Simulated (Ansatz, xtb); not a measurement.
**Relative energy of two isomers of C5H8N2S**

Structure I: `CCc1nsc(C)n1`, a singlet. Structure II: `CCCc1ncsn1`, a singlet. Both are isolated molecules in the gas phase, relaxed with PBE0-D3(BJ)/def2-SVP; the shapes shown needn't be the lowest conformers.

I (Å):

```tsv
atom	x (Å)	y (Å)	z (Å)
C	0.9694	-2.0609	-3.2825
C	0.1918	-0.7541	-3.3819
C	-0.3634	-0.3154	-2.0651
C	-0.2018	0.2593	0.0414
C	0.3838	0.5662	1.3743
N	-1.6493	-0.1269	-1.8940
N	0.4798	-0.1106	-1.0041
S	-1.8956	0.3458	-0.3213
H	1.7843	-1.9694	-2.5495
H	1.4066	-2.3323	-4.2546
H	0.3164	-2.8868	-2.9612
H	0.8573	0.0448	-3.7509
H	-0.6448	-0.8363	-4.0895
H	0.0278	-0.1435	2.1368
H	1.4762	0.4923	1.3044
H	0.1124	1.5788	1.7083
```

II (Å):

```yaml
atoms:
  - { symbol: C, position_ang: [-2.0518, -1.3571, -2.6696] }
  - { symbol: C, position_ang: [-0.9481, -1.4447, -1.6294] }
  - { symbol: C, position_ang: [-0.6744, -0.1056, -0.9472] }
  - { symbol: C, position_ang: [0.4484, -0.1789, 0.0333] }
  - { symbol: C, position_ang: [2.5103, -0.5365, 0.6278] }
  - { symbol: N, position_ang: [1.7066, -0.5222, -0.3922] }
  - { symbol: N, position_ang: [0.2613, 0.0622, 1.3103] }
  - { symbol: S, position_ang: [1.7100, -0.1290, 2.0935] }
  - { symbol: H, position_ang: [-2.2333, -2.3323, -3.1459] }
  - { symbol: H, position_ang: [-1.7938, -0.6405, -3.4659] }
  - { symbol: H, position_ang: [-3.0013, -1.0234, -2.2213] }
  - { symbol: H, position_ang: [-0.0125, -1.7990, -2.0923] }
  - { symbol: H, position_ang: [-1.2121, -2.1902, -0.8602] }
  - { symbol: H, position_ang: [-1.5679, 0.2569, -0.4189] }
  - { symbol: H, position_ang: [-0.4131, 0.6456, -1.7125] }
  - { symbol: H, position_ang: [3.5753, -0.7759, 0.5699] }
```

Problem. Estimate which is lower in electronic energy at CCSD(T)/def2-SVP + ΔMP2/def2-TZVPP, and by roughly how much.

Solution. The CCSD(T)/def2-SVP + ΔMP2/def2-TZVPP calculation puts structure I lower, by 20.1 kJ/mol.

The same difference at several levels:

```tsv
level	geometry	E(II) − E(I) (kJ/mol)	departure from the last row (kJ/mol)	job, with rough time for the two
GFN2-xTB	GFN2-xTB	+25.3	+5.2	optimisation, 0.3 s
HF/STO-3G	GFN2-xTB	+20.8	+0.7	single point, 0.52 s
r2SCAN-D4/def2-SVP	GFN2-xTB	+27.0	+7.0	single point, 5.3 s
PBE0-D3(BJ)/def2-SVP	PBE0-D3(BJ)/def2-SVP	+26.2	+6.1	optimisation, 70 s
HF/def2-SVP	PBE0-D3(BJ)/def2-SVP	+26.9	+6.8	part of the CCSD(T) run
MP2/def2-SVP	PBE0-D3(BJ)/def2-SVP	+23.2	+3.1	part of the CCSD(T) run
CCSD(T)/def2-SVP	PBE0-D3(BJ)/def2-SVP	+22.7	+2.7	single point
CCSD(T)/def2-SVP + ΔMP2/def2-TZVPP	PBE0-D3(BJ)/def2-SVP	+20.1		single point, 2.4 min
```

As drawn, both hold the same kinds of bond in the same numbers. Structure I has 2 methyl groups, II 1.

The levels shown agree on the order. The largest departure from CCSD(T)/def2-SVP + ΔMP2/def2-TZVPP is that of r2SCAN-D4/def2-SVP, 7.0 kJ/mol. The last row adds to CCSD(T) the change of the MP2 difference between the two basis sets, here −2.7 kJ/mol.

With thermal terms from frequencies at re-optimised GFN2-xTB minima (ideal gas, soft modes damped towards free rotors, one conformer each, 298.15 K, 1 atm): the zero-point term adds +2.6 kJ/mol; ΔH is +21.2 and ΔG +24.0 kJ/mol.

The correlated steps freeze 12 core orbitals. Codes used: Ansatz 0.2.0, xtb 6.7.1; the last row on 4 threads of Arm Neoverse V1 on a shared host.
